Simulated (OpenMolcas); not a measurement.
Computed levels of 5d² in ions with 70 electrons, in cm-1 above ³F₂.

```yaml
Program: OpenMolcas
Method: SS-CASPT2, IPEA 0.25 Eh, imaginary shift 0.1 Eh
Basis: ANO-R2
Scalar_Hamiltonian: X2C, finite nucleus
Spin-orbit_coupling: RASSI with atomic mean-field integrals over the reference wave functions, term energies averaged over their components
```

Active space for each ion: 2 electrons in 5 orbitals (5d); closed shells correlated by CASPT2: 5s 5p.

| Level | Hf2+ | Ta3+ | W4+ | Os6+ | Ir7+ |
| --- | --- | --- | --- | --- | --- |
| ³F₃ | 3660 | 5050 | 6850 | 10500 | 12730 |
| ³F₄ | 6920 | 9370 | 12430 | 18360 | 21820 |
| ³P₀ | 9680 | 11760 | 13360 | 16310 | 17860 |
| ³P₁ | 11800 | 14560 | 17340 | 22780 | 25960 |
| ³P₂ | 14880 | 18970 | 23920 | 33650 | 39330 |
| ¹G₄ | 15410 | 19590 | 23510 | 31910 | 36900 |
| ¹S₀ | 26990 | 36570 | 44290 | 58560 | 66020 |

Problem. Estimate ³F₄, ³P₀, ³P₁ for Re5+ from its neighbours W4+ and Os6+.

Solution. ³F₄ is fine structure, which grows about as the fourth power of a screened charge, so the fourth roots are averaged: ((12430^0.25 + 18360^0.25) / 2)^4 = 15179. The calculation gives 15080, so the estimate is off by +0.7 %.
³P₀ is another term, which grows about linearly with the charge: (13360 + 16310) / 2 = 14835. The calculation gives 14890, so the estimate is off by -0.4 %.
³P₁ is another term, which grows about linearly with the charge: (17340 + 22780) / 2 = 20060. The calculation gives 19900, so the estimate is off by +0.8 %.

Mixed levels, with the weight of the term that names them: W4+ ³P₂ (68 %), Re5+ ³P₂ (63 %), Os6+ ³P₂ (59 %), Ir7+ ³P₂ (57 %).

Term energies are means over components that CASPT2 splits; among the terms shown or strongly mixed into the levels shown the widest spread is 440 cm-1 (5d² ³F, Os6+). Configurations with an s electron lie low in 5d ions of this charge, fall among these levels and mix in, so low-spin terms can stand far too high, up to twice their true height, and weights are not those of the real levels (holds for Hf2+). Only configurations of the active space appear.
